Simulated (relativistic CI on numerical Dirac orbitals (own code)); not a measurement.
# Yb34+: sensitivity of the levels to the model

Base calculation: Dirac-Coulomb-Breit CI, KLI orbitals optimised for each configuration, model QED, unscaled Slater integrals.

Configuration list (outside the closed core [Ar] 3d10): 4s²4p⁶, 4s²4p⁵4d, 4s4p⁶4d, 4s²4p⁵4f, 4s4p⁶4f, 4s²4p⁵5s, 4p⁶4d4f, 4p⁶4d², 4p⁵4d³, 4p⁵4d²4f, 4p⁵4d²5s, 4p⁶4f², 4p⁵4d4f², 4p⁵4f³, 4p⁵4f²5s. Double excitations out of closed p, d and f shells are left out; levels of such configurations are missing from the list, as are those of other unlisted configurations, and high levels can miss mixing partners.

The lowest level and the first level of each name with at least 55 % of one term (blank where a level has no safe partner in the second run):

```tsv
Level	Base (cm⁻¹)	Shift (cm⁻¹)
4s²4p⁶ ¹S0	0	0
4s²4p⁵4d ³P°0	1084944	+3101
4s²4p⁵4d ³P°1	1116779	+3672
4s²4p⁵4d ³F°3	1141467	+3782
4s²4p⁵4d ³F°4	1227967	+6555
4s²4p⁵4d ³D°3	1289293	+6169
4s²4p⁵4d ³F°2	1673681	+9793
4s²4p⁵4d ¹P°1	1855156	+9204
4s4p⁶4d ³D1	2428490	+4689
4s4p⁶4d ³D2	2465095	+5303
4s4p⁶4d ³D3	2551852	+7629
4s²4p⁵4f ³G4	2645966	+8809
4s4p⁶4d ¹D2	2646419	+6108
4s²4p⁵4f ³G5	2654562	+10482
```

At this charge energies of transitions that change n are usually good to better than 1 %, and those within a shell (Δn = 0) to a few per cent.

One thing was changed in a second run, which moved the levels as shown. Which?
A. one mean potential for all configurations
B. configuration mixing switched off
C. valence Slater integrals scaled by 0.9
D. Breit term removed
E. QED terms removed

D. Breit term removed. The Breit term mainly narrows fine-structure intervals, so removing it widens them.

LS names give the leading component of a level, which can be under half, so a name can repeat, a term be missing and a line seem to break the LS rules.
